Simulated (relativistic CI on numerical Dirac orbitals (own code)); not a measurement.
# Line list: Forbidden lines, Mo XXI

These numbers are calculated, not measured: Dirac-Coulomb-Breit CI, orbitals from a KLI potential per configuration, model QED (radiative potential, 1s self-energy scaled to tabulated hydrogen-like ionisation energies), unscaled Slater integrals (own radial code, finite nucleus).

Configurations in the expansion (outside the closed core [Ne]): 3s²3p⁶3d⁴, 3s²3p⁵3d⁵, 3s3p⁶3d⁵, 3s²3p⁶3d³4s, 3s²3p⁶3d³4p, 3s²3p⁶3d³4d, 3s²3p⁶3d³4f, 3s²3p⁵3d⁴4s, 3s²3p⁶3d²4s4p, 3s²3p⁶3d³5s, 3s²3p⁶3d³5p, 3p⁶3d⁶, 3p⁵3d⁷, 3s²3p⁶3d²4s², 3s²3p⁶3d4s²4p, 3s²3p⁶3d4s²4d, 3s²3p⁶3d4s²4f, 3s²3p⁶3d²4p², 3s²3p⁶3d4s4p², 3s²3p⁶3d4p³, 3s²3p⁶3d4p²4d, 3s²3p⁶3d4p²4f. Double excitations out of closed p, d and f shells are left out; levels of such configurations are missing from the list, as are those of other unlisted configurations, and high levels can miss mixing partners. These lack a partner that the ground configuration has and come out too high: 3s²3p⁵3d⁴4s.

```
λ vac (nm)               Lower               Upper  Type   A (s⁻¹)        gf  Branching (%)
    65.870   3s²3p⁶3d⁴ ⁵D0 [1]  3s²3p⁶3d⁴ ³D1 [21]    M1  3.75e+02  7.32e-08           15.6
    70.223   3s²3p⁶3d⁴ ⁵D1 [2]  3s²3p⁶3d⁴ ³D1 [21]    M1  2.39e+02  5.30e-08            9.9
    73.121   3s²3p⁶3d⁴ ⁵D1 [2]  3s²3p⁶3d⁴ ³D2 [19]    M1  2.41e+02  9.67e-08           10.8
    75.696   3s²3p⁶3d⁴ ⁵D2 [3]  3s²3p⁶3d⁴ ³D1 [21]    M1  2.21e+02  5.70e-08            9.2
    84.372   3s²3p⁶3d⁴ ⁵D2 [3]  3s²3p⁶3d⁴ ³D3 [18]    M1  4.13e+02  3.09e-07           27.7
    85.570   3s²3p⁶3d⁴ ⁵D3 [4]  3s²3p⁶3d⁴ ³D2 [19]    M1  1.51e+03  8.29e-07           67.8
    88.484   3s²3p⁶3d⁴ ⁵D1 [2]  3s²3p⁶3d⁴ ³P2 [15]    M1  8.08e+01  4.74e-08           11.2
    91.808   3s²3p⁶3d⁴ ⁵D3 [4]  3s²3p⁶3d⁴ ³D3 [18]    M1  2.20e+02  1.95e-07           14.8
    92.705   3s²3p⁶3d⁴ ⁵D2 [3]  3s²3p⁶3d⁴ ³F3 [16]    M1  1.62e+02  1.47e-07           14.4
    99.460   3s²3p⁶3d⁴ ⁵D4 [5]  3s²3p⁶3d⁴ ³D3 [18]    M1  5.95e+02  6.17e-07           39.9
    100.61   3s²3p⁶3d⁴ ⁵D4 [5]  3s²3p⁶3d⁴ ³G5 [17]    M1  4.58e+01  7.65e-08            7.5
    101.76   3s²3p⁶3d⁴ ⁵D3 [4]  3s²3p⁶3d⁴ ³F3 [16]    M1  3.74e+02  4.06e-07           33.1
    107.39   3s²3p⁶3d⁴ ⁵D3 [4]  3s²3p⁶3d⁴ ³P2 [15]    M1  4.46e+02  3.86e-07           62.1
    108.00   3s²3p⁶3d⁴ ⁵D3 [4]  3s²3p⁶3d⁴ ³G4 [14]    M1  2.02e+02  3.17e-07           28.5
    108.01   3s²3p⁶3d⁴ ⁵D1 [2]  3s²3p⁶3d⁴ ³F2 [11]    M1  5.03e+02  4.40e-07           45.5
    111.25   3s²3p⁶3d⁴ ⁵D4 [5]  3s²3p⁶3d⁴ ³F3 [16]    M1  1.82e+02  2.37e-07           16.1
    118.75   3s²3p⁶3d⁴ ⁵D4 [5]  3s²3p⁶3d⁴ ³G4 [14]    M1  3.24e+02  6.16e-07           45.8
    119.17   3s²3p⁶3d⁴ ⁵D3 [4]  3s²3p⁶3d⁴ ³F4 [13]    M1  1.75e+02  3.35e-07           13.8
    121.52   3s²3p⁶3d⁴ ⁵D2 [3]  3s²3p⁶3d⁴ ³F2 [11]    M1  5.73e+02  6.34e-07           51.7
    126.40   3s²3p⁶3d⁴ ⁵D2 [3]  3s²3p⁶3d⁴ ³P1 [10]    M1  2.14e+03  1.54e-06           88.3
    128.03   3s²3p⁶3d⁴ ³P0 [6]  3s²3p⁶3d⁴ ³D1 [21]    M1  6.78e+02  5.00e-07           28.2
    128.28   3s²3p⁶3d⁴ ⁵D2 [3]   3s²3p⁶3d⁴ ³G3 [9]    M1  2.86e+02  4.94e-07           30.6
    132.39   3s²3p⁶3d⁴ ⁵D4 [5]  3s²3p⁶3d⁴ ³F4 [13]    M1  5.74e+02  1.36e-06           45.4
    146.30   3s²3p⁶3d⁴ ⁵D3 [4]   3s²3p⁶3d⁴ ³G3 [9]    M1  5.65e+02  1.27e-06           60.4
    155.53   3s²3p⁶3d⁴ ⁵D1 [2]   3s²3p⁶3d⁴ ³P0 [6]    M1  3.20e+03  1.16e-06          100.0
    188.71  3s²3p⁶3d⁴ ³P1 [10]  3s²3p⁶3d⁴ ³D1 [21]    M1  4.84e+02  7.76e-07           20.2
    193.53   3s²3p⁶3d⁴ ⁵D3 [4]   3s²3p⁶3d⁴ ³H4 [7]    M1  7.10e+01  3.59e-07           20.6
    195.29   3s²3p⁶3d⁴ ³H5 [8]  3s²3p⁶3d⁴ ¹I6 [20]    M1  4.00e+02  2.97e-06           52.3
    200.73  3s²3p⁶3d⁴ ³F2 [11]  3s²3p⁶3d⁴ ³D1 [21]    M1  2.33e+02  4.22e-07            9.7
    211.21  3s²3p⁶3d⁴ ³P1 [10]  3s²3p⁶3d⁴ ³D2 [19]    M1  1.41e+02  4.73e-07            6.3
    226.38  3s²3p⁶3d⁴ ³F2 [11]  3s²3p⁶3d⁴ ³D2 [19]    M1  1.89e+02  7.28e-07            8.5
    228.15  3s²3p⁶3d⁴ ³H6 [12]  3s²3p⁶3d⁴ ¹I6 [20]    M1  3.63e+02  3.68e-06           47.5
    230.99   3s²3p⁶3d⁴ ⁵D4 [5]   3s²3p⁶3d⁴ ³H4 [7]    M1  2.73e+02  1.97e-06           79.4
    244.40   3s²3p⁶3d⁴ ³H4 [7]  3s²3p⁶3d⁴ ³G4 [14]    M1  9.40e+01  7.58e-07           13.3
    246.48   3s²3p⁶3d⁴ ³G3 [9]  3s²3p⁶3d⁴ ³D3 [18]    M1  1.52e+02  9.71e-07           10.2
    248.58   3s²3p⁶3d⁴ ³H5 [8]  3s²3p⁶3d⁴ ³G5 [17]    M1  2.25e+02  2.29e-06           37.0
    304.37  3s²3p⁶3d⁴ ³H6 [12]  3s²3p⁶3d⁴ ³G5 [17]    M1  1.50e+02  2.29e-06           24.6
    310.14   3s²3p⁶3d⁴ ³H4 [7]  3s²3p⁶3d⁴ ³F4 [13]    M1  4.48e+02  5.82e-06           35.4
    334.26   3s²3p⁶3d⁴ ³G3 [9]  3s²3p⁶3d⁴ ³F3 [16]    M1  1.96e+02  2.30e-06           17.4
    390.94  3s²3p⁶3d⁴ ³F2 [11]  3s²3p⁶3d⁴ ³F3 [16]    M1  2.08e+02  3.34e-06           18.4
    398.16   3s²3p⁶3d⁴ ³P0 [6]  3s²3p⁶3d⁴ ³P1 [10]    M1  2.65e+02  1.89e-06           10.9
    399.38   3s²3p⁶3d⁴ ³H5 [8]  3s²3p⁶3d⁴ ³G4 [14]    M1  6.45e+01  1.39e-06            9.1
    419.05  3s²3p⁶3d⁴ ³F4 [13]  3s²3p⁶3d⁴ ³G5 [17]    M1  1.61e+02  4.67e-06           26.6
    423.69  3s²3p⁶3d⁴ ³P1 [10]  3s²3p⁶3d⁴ ³P2 [15]    M1  1.67e+02  2.25e-06           23.2
    629.80   3s²3p⁶3d⁴ ³H4 [7]   3s²3p⁶3d⁴ ³H5 [8]    M1  7.78e+01  5.09e-06           70.2
```

Terms are leading LS components. Brackets give the number of a level in order of energy, since labels repeat. The list gives strong lines, with weight on those to low levels, among the lowest 200 of 2362 levels, so that lines to higher ones, which can be the strongest, are missing. Levels whose partners in the same complex of configurations lie outside the list can be far off, and so can their lines. Rates are taken at the computed energies, electric ones in the length gauge.

At this charge energies of transitions that change n are usually good to better than 1 %, and those within a shell (Δn = 0) to a few per cent. Terms inside the open d or f shell come out 10 to 20 % too wide with unscaled integrals.

LS names give the leading component of a level, which can be under half, so a name can repeat, a term be missing and a line seem to break the LS rules.
